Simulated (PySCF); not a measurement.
Zn(Br)(OMe) (CH3BrOZn), SMILES [O](C)[Zn][Br].

Coordinates come from a PBE-D3(BJ)/def2-SVP optimisation. The structure was generated by enumeration; whether it is a known compound was not checked. One conformer was computed; it need not be the lowest.

Calculation: TDA-PBE/def2-SVPD (PySCF).

Vertical excitations. Gas-phase values at a fixed geometry. State labels are in the subgroup Cs.

List the lowest excited states. (Estimate from the structure and the level; the computed values follow.)


| state | symmetry | energy (eV) | λ (nm) | f | main pairs |
|---|---|---|---|---|---|
| S1 | A" | 3.91 | 317 | 0.002 | HOMO→LUMO 100 % |
| S2 | A' | 4.72 | 262 | 0.065 | HOMO−1→LUMO 85 % |
| S3 | A' | 5.08 | 244 | 0.026 | HOMO−2→LUMO 97 % |
| S4 | A" | 5.09 | 244 | 0.024 | HOMO−3→LUMO 99 % |
| S5 | A" | 5.23 | 237 | 0.003 | HOMO→LUMO+1 100 % |
| S6 | A' | 5.67 | 219 | 0.074 | HOMO→LUMO+2 60 %, HOMO−1→LUMO+1 33 % |
| S7 | A" | 5.95 | 208 | 0.003 | HOMO−1→LUMO+2 99 % |
| S8 | A' | 5.98 | 207 | 0.054 | HOMO−1→LUMO+1 65 %, HOMO→LUMO+2 23 % |
| S9 | A" | 6.38 | 194 | 0.003 | HOMO−3→LUMO+1 97 % |
| S10 | A' | 6.44 | 193 | 0.006 | HOMO−2→LUMO+1 70 %, HOMO−3→LUMO+2 27 % |
| T1 | A" | 3.61 | 343 | 0 | HOMO→LUMO 100 % |
| T2 | A' | 4.07 | 305 | 0 | HOMO−1→LUMO 99 % |
| T3 | A' | 4.74 | 261 | 0 | HOMO−2→LUMO 99 % |
| T4 | A" | 4.76 | 260 | 0 | HOMO−3→LUMO 100 % |
Triplets are in the Tamm–Dancoff approximation.
